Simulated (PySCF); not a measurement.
Indium: highly charged ions in a basis for the neutral atom

In⁵⁺ [Kr] 4d8, In⁶⁺ [Kr] 4d7. Computed with PySCF 2.14 in cc-pVTZ-PP with ECP28MDF (5s4p3d1f, 39 functions), with scalar relativity through the core potential. No spin-orbit coupling, so a gap to NIST mixes the basis error with missing relativistic terms.

Changed run: basis of the neutral atom used for a highly charged ion. This setting is unsound on purpose.

```csv
species,method,sound run (hartree),changed run (hartree),converged
In⁵⁺,UHF,not run,-182.74665,yes
In⁵⁺,TPSS,not run,-183.35800,yes
In⁵⁺,M06-L,not run,-183.58964,yes
In⁶⁺,UHF,not run,-179.36822,yes
In⁶⁺,TPSS,not run,-179.94168,yes
In⁶⁺,M06-L,not run,-180.17662,yes
```

Ionisation energy of In⁵⁺:

```tsv
method	changed run (eV)	NIST (eV)
UHF	91.932	90 ± 2
TPSS	92.963	90 ± 2
M06-L	92.873	90 ± 2
```

The contracted functions were made for the neutral atom and can be too rigid for a highly charged ion.
